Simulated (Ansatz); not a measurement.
Program: Ansatz. Geometries: PBE0-D4/def2-TZVP. ΔE: electronic, gas phase. CCSD(T)/CBS adds triple-zeta CCSD(T) − MP2 to the extrapolated MP2 energy (def2 sets, frozen cores). This one scheme is used for every species. Functionals use def2-TZVPP. B3LYP here is the variant with VWN-RPA as its local correlation; programs differ in this. Each species was taken in one conformer, which may not be the lowest.

`O=CB(F)[SiH3]` + `OB(S)S` → `O=CBF` + `[SiH3]OB(S)S`  (redistribution)

`O=CB(F)[SiH3]`:

```xyz
9

O    -0.121    0.241   -2.167
C     0.879    0.063   -1.511
B     0.793   -0.066    0.091
F     1.942   -0.190    0.729
Si   -1.002   -0.022    1.050
H     1.868   -0.007   -2.023
H    -0.833   -0.216    2.515
H    -1.875   -1.097    0.511
H    -1.652    1.294    0.805
```

`OB(S)S`:

```xyz
7

O     0.353    1.216   -0.705
B     0.078    0.059   -0.050
S     1.385   -1.178    0.224
S    -1.603   -0.246    0.550
H     1.265    1.307   -0.993
H     0.629   -2.074    0.876
H    -2.107    0.915    0.099
```

`O=CBF`:

Cartesian coordinates in Å:
```
O 0.483 1.406 0.985
C 0.264 0.245 0.733
B -0.254 -0.206 -0.717
F -0.471 -1.488 -0.917
H 0.424 -0.530 1.519
H -0.445 0.572 -1.602
```

`[SiH3]OB(S)S`:

Cartesian coordinates in Å:
```
Si -1.146 -1.408 -0.198
O -0.586 0.114 0.118
B 0.594 0.771 0.116
S 2.135 -0.103 -0.314
S 0.666 2.533 0.543
H -0.015 -2.332 -0.468
H -2.038 -1.333 -1.379
H -1.907 -1.862 0.989
H 2.949 0.954 -0.167
H -0.653 2.666 0.760
```

| level | ΔE (kJ/mol) | difference from CCSD(T)/CBS |
| --- | --- | --- |
| PBE-D4 | -86.4 | 24.6 |
| r2SCAN-D4 | -102.4 | 8.6 |
| PBE0-D4 | -95.3 | 15.7 |
| B3LYP-D4 | -111.5 | -0.5 |
| ωB97X-V | -105.6 | 5.4 |
| ωB97M-V | -109.3 | 1.7 |
| B2PLYP | -113.7 | -2.7 |
| PBE | -84.3 | 26.7 |
| r2SCAN | -101.7 | 9.3 |
| PBE0 | -93.3 | 17.7 |
| B3LYP | -108.1 | 2.9 |
| HF/def2-TZVPP | -132.2 | -21.2 |
| MP2/def2-TZVPP | -119.2 | -8.2 |
| SCS-MP2/def2-TZVPP | -121.7 | -10.7 |
| CCSD/def2-TZVPP | -112.3 | -1.3 |
| CCSD(T)/def2-TZVPP | -109.6 | 1.4 |
| HF/def2-QZVPP | -134.6 | -23.6 |
| MP2/def2-QZVPP | -120.9 | -9.9 |
| SCS-MP2/def2-QZVPP | -123.1 | -12.1 |
| HF/CBS(def2) | -134.9 | -23.9 |
| MP2/CBS(def2) | -120.6 | -9.6 |
| CCSD/CBS(def2) | -113.8 | -2.8 |
| CCSD(T)/CBS | -111.0 | 0 |

Largest T1 diagnostic among the species: 0.015.

From PBE to PBE0 (25 % exact exchange), in def2-TZVPP and without D4, ΔE moves by −8.9 kJ/mol. In def2-TZVPP, CCSD(T) changes the Hartree–Fock value by +22.6 kJ/mol (the triples alone add +2.7 kJ/mol) and MP2 by +13.0 kJ/mol. The D4 term adds −3.4 kJ/mol with B3LYP and −2.0 kJ/mol with PBE0; it sums over pairs of atoms, weighted by their polarisabilities, and B3LYP, whose exchange is more repulsive, gets the larger term.
